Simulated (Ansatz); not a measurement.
Consider the formal exchange of groups at the Sn–O bond: `[OH][SnH3]` + `CNBF` → `FBN[CH2][SnH3]` + H₂O.

Gas-phase electronic energies from Ansatz, PBE0-D4/def2-TZVP geometries. CBS: MP2 limit from def2 TZ/QZ plus the TZ coupled-cluster correction, frozen cores. This one scheme is used for every species. Functionals use def2-TZVPP. B3LYP here is the variant with VWN-RPA as its local correlation; programs differ in this. HSE06 is defined as in plane-wave codes. def2 core potentials past Kr. For Sn outer-core shells are correlated without core-valence functions, which leaves a few kJ/mol of doubt a bond. Each species was taken in one conformer, which may not be the lowest.

```json
{"level": "LDA (SPW92)", "ΔE (kcal/mol)": "8.0", "difference from CCSD(T)/CBS": "-1.4"}
{"level": "PBE-D4", "ΔE (kcal/mol)": "9.3", "difference from CCSD(T)/CBS": "-0.1"}
{"level": "revPBE-D4", "ΔE (kcal/mol)": "9.1", "difference from CCSD(T)/CBS": "-0.3"}
{"level": "BLYP-D4", "ΔE (kcal/mol)": "10.8", "difference from CCSD(T)/CBS": "1.4"}
{"level": "r2SCAN-D4", "ΔE (kcal/mol)": "11.1", "difference from CCSD(T)/CBS": "1.7"}
{"level": "B97M-V", "ΔE (kcal/mol)": "13.3", "difference from CCSD(T)/CBS": "3.9"}
{"level": "PBE0-D4", "ΔE (kcal/mol)": "9.2", "difference from CCSD(T)/CBS": "-0.2"}
{"level": "B3LYP-D4", "ΔE (kcal/mol)": "10.8", "difference from CCSD(T)/CBS": "1.4"}
{"level": "r2SCAN0-D4", "ΔE (kcal/mol)": "10.5", "difference from CCSD(T)/CBS": "1.1"}
{"level": "HSE06-D4", "ΔE (kcal/mol)": "9.2", "difference from CCSD(T)/CBS": "-0.2"}
{"level": "ωB97X-V", "ΔE (kcal/mol)": "11.6", "difference from CCSD(T)/CBS": "2.2"}
{"level": "ωB97M-V", "ΔE (kcal/mol)": "10.6", "difference from CCSD(T)/CBS": "1.2"}
{"level": "B2PLYP", "ΔE (kcal/mol)": "12.0", "difference from CCSD(T)/CBS": "2.6"}
{"level": "PBE-QIDH", "ΔE (kcal/mol)": "10.0", "difference from CCSD(T)/CBS": "0.6"}
{"level": "PBE", "ΔE (kcal/mol)": "10.6", "difference from CCSD(T)/CBS": "1.2"}
{"level": "revPBE", "ΔE (kcal/mol)": "11.3", "difference from CCSD(T)/CBS": "1.9"}
{"level": "BLYP", "ΔE (kcal/mol)": "13.3", "difference from CCSD(T)/CBS": "3.9"}
{"level": "r2SCAN", "ΔE (kcal/mol)": "11.5", "difference from CCSD(T)/CBS": "2.1"}
{"level": "PBE0", "ΔE (kcal/mol)": "10.4", "difference from CCSD(T)/CBS": "1.0"}
{"level": "B3LYP", "ΔE (kcal/mol)": "12.8", "difference from CCSD(T)/CBS": "3.4"}
{"level": "r2SCANh", "ΔE (kcal/mol)": "11.2", "difference from CCSD(T)/CBS": "1.8"}
{"level": "r2SCAN0", "ΔE (kcal/mol)": "10.9", "difference from CCSD(T)/CBS": "1.5"}
{"level": "HSE06", "ΔE (kcal/mol)": "10.3", "difference from CCSD(T)/CBS": "0.9"}
{"level": "BHLYP", "ΔE (kcal/mol)": "13.3", "difference from CCSD(T)/CBS": "3.9"}
{"level": "LC-ωPBE", "ΔE (kcal/mol)": "11.8", "difference from CCSD(T)/CBS": "2.4"}
{"level": "RPA@PBE/def2-TZVPP", "ΔE (kcal/mol)": "9.9", "difference from CCSD(T)/CBS": "0.5"}
{"level": "HF/def2-SVP", "ΔE (kcal/mol)": "13.9", "difference from CCSD(T)/CBS": "4.5"}
{"level": "MP2/def2-SVP", "ΔE (kcal/mol)": "11.5", "difference from CCSD(T)/CBS": "2.1"}
{"level": "CCSD/def2-SVP", "ΔE (kcal/mol)": "11.4", "difference from CCSD(T)/CBS": "2.0"}
{"level": "CCSD(T)/def2-SVP", "ΔE (kcal/mol)": "11.0", "difference from CCSD(T)/CBS": "1.6"}
{"level": "HF/def2-TZVPP", "ΔE (kcal/mol)": "15.5", "difference from CCSD(T)/CBS": "6.1"}
{"level": "MP2/def2-TZVPP", "ΔE (kcal/mol)": "8.9", "difference from CCSD(T)/CBS": "-0.5"}
{"level": "CCSD/def2-TZVPP", "ΔE (kcal/mol)": "9.9", "difference from CCSD(T)/CBS": "0.5"}
{"level": "CCSD(T)/def2-TZVPP", "ΔE (kcal/mol)": "9.4", "difference from CCSD(T)/CBS": "0.0"}
{"level": "HF/def2-QZVPP", "ΔE (kcal/mol)": "15.7", "difference from CCSD(T)/CBS": "6.3"}
{"level": "MP2/def2-QZVPP", "ΔE (kcal/mol)": "9.0", "difference from CCSD(T)/CBS": "-0.4"}
{"level": "SCS-MP2/def2-QZVPP", "ΔE (kcal/mol)": "10.9", "difference from CCSD(T)/CBS": "1.5"}
{"level": "HF/CBS(def2)", "ΔE (kcal/mol)": "15.8", "difference from CCSD(T)/CBS": "6.4"}
{"level": "MP2/CBS(def2)", "ΔE (kcal/mol)": "8.9", "difference from CCSD(T)/CBS": "-0.5"}
{"level": "CCSD/CBS(def2)", "ΔE (kcal/mol)": "9.9", "difference from CCSD(T)/CBS": "0.5"}
{"level": "CCSD(T)/CBS", "ΔE (kcal/mol)": "9.4", "difference from CCSD(T)/CBS": "0"}
```

Largest T1 diagnostic among the species: 0.014.

The D4 term adds −2.0 kcal/mol with B3LYP and −1.2 kcal/mol with PBE0; it sums over pairs of atoms, weighted by their polarisabilities, and B3LYP, whose exchange is more repulsive, gets the larger term. In def2-TZVPP, CCSD(T) changes the Hartree–Fock value by −6.1 kcal/mol (the triples alone add −0.6 kcal/mol) and MP2 by −6.6 kcal/mol. Leaving LDA and LC-ωPBE aside and taking each functional with its dispersion term where it has one, the values spread over 4.2 kcal/mol, from revPBE-D4 to B97M-V. LDA lies −2.6 kcal/mol from PBE without D4.
